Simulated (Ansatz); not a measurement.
The input (input.yaml):

```yaml
crystal:
  periodic: [false, false, false]
  atoms:
    - { symbol: B, position_ang: [0.039381, -0.42223, 0.049268] }
    - { symbol: C, position_ang: [-0.017792, 0.015057, 1.820163] }
    - { symbol: H, position_ang: [-0.90472, -0.110025, 2.481807] }
    - { symbol: H, position_ang: [0.900247, -0.213363, 2.400436] }
    - { symbol: H, position_ang: [-0.002732, 1.093387, 1.569785] }
    - { symbol: O, position_ang: [1.277789, -0.152045, -0.520999] }
    - { symbol: H, position_ang: [1.993608, -0.67226, -0.11665] }
    - { symbol: H, position_ang: [-0.916849, 0.115586, -0.491201] }
    - { symbol: O, position_ang: [-0.229916, -2.003273, 0.292159] }
    - { symbol: H, position_ang: [-1.108668, -2.227082, -0.06866] }
    - { symbol: H, position_ang: [-0.309749, -1.242052, 1.25069] }
basis:
  gaussian: { orbitals: def2-SVP }
hamiltonian:
  xc: pbe
md:
  timestep: 0.5
  n_steps: 200
  ensemble: nve
  temperature: 300.0
  initial_velocities: maxwell_boltzmann
  seed: 11913
```

Command:

```bash
$ ansatz run input.yaml --threads 2 --pin off --max-ram 3072MiB --backend cpu --events-out ev --progress --plain --runs-dir out
```

Hardware: 2 threads of Arm Neoverse V1 (shared host).

Question: Roughly how long does this run take, and how much memory?

Answer: 4.2 min, with a peak of 0.11 GiB, for 201 ionic steps.
